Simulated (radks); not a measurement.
Values are calculated unless marked as measured or tabulated.
Question: The table gives one normalised radial function P(r) = r R(r) of Pd8+ in [Kr] 4d1 7f1 (r in bohr). Code: a radial shooting solver on a logarithmic mesh with Libxc functionals. Model: scalar-relativistic Kohn-Sham, PBE, spin-unpolarised, spherical densities, point nucleus.

r	P
0.002775	0.0000
0.003791	0.0001
0.005138	0.0002
0.007019	0.0004
0.009589	0.0009
0.0131	0.0022
0.0179	0.0052
0.02445	0.0119
0.0334	0.0263
0.04563	0.0557
0.06234	0.1114
0.08449	0.2032
0.1154	0.3397
0.1577	0.4939
0.2154	0.5881
0.2943	0.5008
0.4021	0.1426
0.5493	-0.4223
0.7504	-0.9330
1.025	-1.0718
1.389	-0.7815
1.898	-0.3460
2.593	-0.0813
3.543	-0.0082
4.84	-0.0003
6.612	0.0000
9.033	0.0000
12.34	0.0000
16.86	0.0000

Which n and l does it have? It may be an empty orbital.

Answer: n = 4, l = 2: the number of nodes gives n - l - 1 = 1, the rise at small r (about r^(l+1), flatter next to the nucleus through relativity) gives l, and the extent must fit the shell. The curve is that of 4d. 4d: eigenvalue -144.87 eV, 1 radial node at r = 0.438 bohr, <r> = 1.07 bohr, 90 % of the charge inside 1.58 bohr.
